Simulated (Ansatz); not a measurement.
Calculated with Ansatz (gas phase, PBE0-D4/def2-TZVP geometries, no zero-point term in ΔE). CCSD(T)/CBS is the MP2 limit (def2-TZVPP, def2-QZVPP) plus CCSD(T) − MP2 in def2-TZVPP, frozen cores. DFT in def2-TZVPP. B3LYP here is the variant with VWN-RPA as its local correlation; programs differ in this. def2 core potentials past Kr. For Te outer-core shells are correlated without core-valence functions, which leaves a few kJ/mol of doubt a bond. Each species was taken in one conformer, which may not be the lowest.

`O[SiH2][TeH]` + `N[SiH2][AlH2]` → `N[SiH2][AlH][TeH]` + silanol  (formal exchange of groups at a Te–Si bond)

| level | ΔE (kJ/mol) | difference from CCSD(T)/CBS |
| --- | --- | --- |
| r2SCAN-D4 | -64.1 | 0.0 |
| PBE0-D4 | -61.7 | 2.4 |
| B3LYP-D4 | -61.0 | 3.1 |
| ωB97X-V | -58.3 | 5.8 |
| PBE0 | -62.4 | 1.7 |
| HF/def2-TZVPP | -67.1 | -3.0 |
| CCSD/def2-TZVPP | -65.3 | -1.2 |
| HF/def2-QZVPP | -66.5 | -2.4 |
| HF/CBS(def2) | -66.4 | -2.3 |
| MP2/CBS(def2) | -64.6 | -0.5 |
| CCSD(T)/CBS | -64.1 | 0 |

Largest T1 diagnostic among the species: 0.012.
